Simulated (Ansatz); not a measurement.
A nudged elastic band was laid between two geometries of AlBFH3S (7 atoms, charge 0, multiplicity 1).

These are results of Ansatz 0.2.0, RKS CAM-B3LYP-D4/def2-SVP, not measurements.

- movable images: 7
- climbing image: yes
- spring: 5.0 eV/Å²
- optimiser: quadratic models (default)
- start path: IDPP
- force threshold: 0.03 eV/Å
- iteration limit: 60
- end points: relaxed

Image 0:

```xyz
7
Properties=species:S:1:pos:R:3
B -0.865 1.331 0.519
Al 0.091 -0.487 0.053
F -0.272 -1.882 0.891
S 1.591 -0.711 -1.509
H -0.432 2.092 1.350
H -1.879 1.686 -0.031
H 1.766 -2.029 -1.273
```

Image 8:

```xyz
7
Properties=species:S:1:pos:R:3
B -0.746 1.124 0.454
Al 0.020 -0.827 0.236
F -0.531 -2.057 1.212
S 1.535 -1.457 -1.196
H -0.252 1.929 1.205
H -1.701 1.516 -0.172
H 1.675 -0.228 -1.738
```

(1) Which bonds break or form, and what moves?

(2) What energy profile does the band end with?

(3) What is the geometry of the highest image?

(4) What are the harmonic wavenumbers there?

Answers

(1) No bond is made or broken. The dihedral F3–Al2–S4–H7 goes from 0 to 180°.

(2) The forces met the threshold. The highest image is number 4 of 0 to 8, 18.4 kJ/mol above the first end and 16.2 kJ/mol above the last; the last end lies 2.2 kJ/mol above the first. A vibrational analysis at the climbing image gives one clearly imaginary mode, 235i cm⁻¹: a first-order saddle point.

```json
{"image": "0", "path coordinate (Å)": "0.00", "energy (kJ/mol)": "0.0", "dihedral F3–Al2–S4–H7 (°)": "0"}
{"image": "1", "path coordinate (Å)": "0.42", "energy (kJ/mol)": "2.4", "dihedral F3–Al2–S4–H7 (°)": "-19"}
{"image": "2", "path coordinate (Å)": "0.83", "energy (kJ/mol)": "8.7", "dihedral F3–Al2–S4–H7 (°)": "-41"}
{"image": "3", "path coordinate (Å)": "1.25", "energy (kJ/mol)": "15.4", "dihedral F3–Al2–S4–H7 (°)": "-65"}
{"image": "4", "path coordinate (Å)": "1.67", "energy (kJ/mol)": "18.4", "dihedral F3–Al2–S4–H7 (°)": "-91"}
{"image": "5", "path coordinate (Å)": "2.09", "energy (kJ/mol)": "15.2", "dihedral F3–Al2–S4–H7 (°)": "-119"}
{"image": "6", "path coordinate (Å)": "2.51", "energy (kJ/mol)": "7.7", "dihedral F3–Al2–S4–H7 (°)": "-146"}
{"image": "7", "path coordinate (Å)": "2.93", "energy (kJ/mol)": "2.7", "dihedral F3–Al2–S4–H7 (°)": "-171"}
{"image": "8", "path coordinate (Å)": "3.35", "energy (kJ/mol)": "2.2", "dihedral F3–Al2–S4–H7 (°)": "180"}
```

(3) 
```xyz
7
Properties=species:S:1:pos:R:3
B -0.497 1.324 0.563
Al -0.278 -0.678 -0.026
F -0.982 -1.884 0.880
S 0.862 -1.293 -1.803
H 0.307 1.877 1.275
H -1.411 2.014 0.183
H 1.998 -1.362 -1.073
```

(4) 235i, 119, 178, 196, 210, 434, 511, 600, 630, 839, 885, 1156, 2584, 2671, 2695 cm⁻¹.

Run time: 120 s on 2 threads of Arm Neoverse V2, on a shared host, peak memory 0.17 GiB.
